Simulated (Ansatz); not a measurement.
`B[C](=C)[SnH3]` + `[AlH2][SiH3]` → `[BH2][AlH][SiH3]` + `C=[CH][SnH3]`  (formal exchange of groups at a B–C bond)

Isolated molecules relaxed with PBE0-D4/def2-TZVP in Ansatz; ΔE leaves out vibrations. CCSD(T)/CBS is the MP2 limit (def2-TZVPP, def2-QZVPP) plus CCSD(T) − MP2 in def2-TZVPP, frozen cores. This one scheme is used for every species. DFT in def2-TZVPP. B3LYP here is the variant with VWN-RPA as its local correlation; programs differ in this. Elements past krypton have def2 core potentials. For Sn outer-core shells are correlated without core-valence functions, which leaves a few kJ/mol of doubt a bond.

| level | ΔE (kJ/mol) | difference from CCSD(T)/CBS |
| --- | --- | --- |
| PBE-D4 | 45.3 | -5.6 |
| r2SCAN-D4 | 48.7 | -2.2 |
| PBE0-D4 | 47.1 | -3.8 |
| B3LYP-D4 | 52.8 | 1.9 |
| ωB97X-V | 49.4 | -1.5 |
| ωB97M-V | 53.1 | 2.2 |
| B2PLYP | 53.1 | 2.2 |
| PBE | 42.5 | -8.4 |
| B3LYP | 48.4 | -2.5 |
| HF/def2-TZVPP | 52.0 | 1.1 |
| MP2/def2-TZVPP | 60.6 | 9.7 |
| SCS-MP2/def2-TZVPP | 57.6 | 6.7 |
| CCSD/def2-TZVPP | 48.5 | -2.4 |
| MP2/def2-QZVPP | 60.9 | 10.0 |
| HF/CBS(def2) | 52.4 | 1.5 |
| CCSD/CBS(def2) | 49.0 | -1.9 |
| CCSD(T)/CBS | 50.9 | 0 |

Largest T1 diagnostic among the species: 0.013.

The D4 term adds +4.5 kJ/mol with B3LYP and +2.3 kJ/mol with PBE0; it sums over pairs of atoms, weighted by their polarisabilities, and B3LYP, whose exchange is more repulsive, gets the larger term.
